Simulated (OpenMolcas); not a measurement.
Computed levels of 4d² in ions with 38 electrons, in cm-1 above ³F₂.

```json
{
 "Program": "OpenMolcas",
 "Method": "SS-RASPT2, IPEA 0.25 Eh, imaginary shift 0.1 Eh",
 "Basis": "ANO-RCC-VTZP",
 "Scalar Hamiltonian": "DKH2, point nucleus",
 "Spin-orbit coupling": "RASSI with atomic mean-field integrals over the reference wave functions, term energies averaged over their components"
}
```

Active space for each ion: 8 electrons in 8 orbitals (RAS1 4p, at most 2 holes; RAS2 4d); closed shells correlated by CASPT2: 4s.

| Level | Mo4+ | Tc5+ | Rh7+ |
| --- | --- | --- | --- |
| ³F₃ | 1629 | 2200 | 3670 |
| ³F₄ | 3460 | 4620 | 7500 |
| ¹D₂ | 10210 | 11840 | 15210 |
| ³P₀ | 11520 | 12920 | 15790 |
| ³P₁ | 12190 | 13850 | 17450 |
| ³P₂ | 13750 | 16090 | 21420 |
| ¹G₄ | 16590 | 19050 | 24310 |
| ¹S₀ | 37620 | 42870 | 53600 |

Question: Estimate ³F₄, ¹D₂, ³P₀ for Ru6+ from its neighbours Tc5+ and Rh7+.

Answer: ³F₄ is fine structure, which grows about as the fourth power of a screened charge, so the fourth roots are averaged: ((4620^0.25 + 7500^0.25) / 2)^4 = 5930. The calculation gives 5930, so the estimate is off by 0 %.
¹D₂ is another term, which grows about linearly with the charge: (11840 + 15210) / 2 = 13525. The calculation gives 13560, so the estimate is off by -0.3 %.
³P₀ is another term, which grows about linearly with the charge: (12920 + 15790) / 2 = 14355. The calculation gives 14390, so the estimate is off by -0.2 %.

Mixed levels, with the weight of the term that names them: Tc5+ ¹D₂ (75 %), Ru6+ ¹D₂ (70 %), Ru6+ ³P₂ (72 %), Rh7+ ¹D₂ (66 %), Rh7+ ³P₂ (69 %).

Term energies are means over components that CASPT2 splits; among the terms shown or strongly mixed into the levels shown the widest spread is 550 cm-1 (4d² ¹G, Ru6+). Active for correlation alone: 4p; no level in the range computed is led by a configuration that opens it, so any true level of that kind is missing. Levels of configurations outside the active space are missing.
